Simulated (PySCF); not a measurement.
AlF4, charge -1, singlet, geometry from GFN2-xTB (such geometries of metal compounds can be far from the true shape) (in this run its highest filled SCF level lies above zero, so its values depend strongly on the basis, on diffuse functions most of all). Base run: B3LYP/STO-3G in PySCF.

The PySCF input:
```python
from pyscf import gto, scf, dft

mol = gto.M(
    atom='''
Al   -0.00000000    0.00000000   -0.00000000
F     1.58679882   -0.29963334   -0.47610446
F     0.00001338    0.79617763    1.48340395
F    -0.75975736    0.96255905   -1.15353150
F    -0.82705485   -1.45910335    0.14623202
''',
    basis='sto-3g',
    charge=-1,
    verbose=4,
    symmetry=True,
)

mf = dft.RKS(mol)
mf.xc = 'b3lyp'
mf.kernel()
mf.analyze()
```

The base run was repeated with changes; each row names its change, and settings that it needs were set with it.

| change | ΔE vs base (mEh) | point group used | SCF cycles |
|---|---|---|---|
| base | 0.000 | D2 | 6 |
| symmetry = off | 0.000 | C1 | 6 |
| irrep_nelec = A:14 B1:10 B2:14 B3:12 | 1237.6 | D2 | 10 |
| irrep_nelec = A:12 B1:14 B2:12 B3:12 | 1261.4 | D2 | 12 |
| symmetry_subgroup = C2 | 0.000 | C2 | 6 |
| irrep_nelec = A:16 B1:12 B2:12 B3:10 | 851.0 | D2 | 6 |
| irrep_nelec = A:14 B1:14 B2:12 B3:10 | 1237.6 | D2 | 10 |
